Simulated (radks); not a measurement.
Problem. The mean radii <r> (bohr) of the occupied orbitals of an atom or ion are listed with their occupations. Method: non-relativistic Kohn-Sham, Slater X-alpha with alpha = 0.648, spin-unpolarised, spherical densities, point nucleus; computed with a radial shooting solver on a logarithmic mesh with Libxc functionals.

orbital  occ.     <r>
1s          2  0.2728
2s          2   1.379

Name the element and its charge.

Solution. Z = 6, carbon, charge +2: C2+ in [He] 2s2. The 1s radius gives Z: for a bare nucleus <r> = 1.5/Z, 0.25 bohr for Z = 6, and screening makes it slightly larger (0.2728 here). The occupations add up to 4, and the charge is Z minus that.
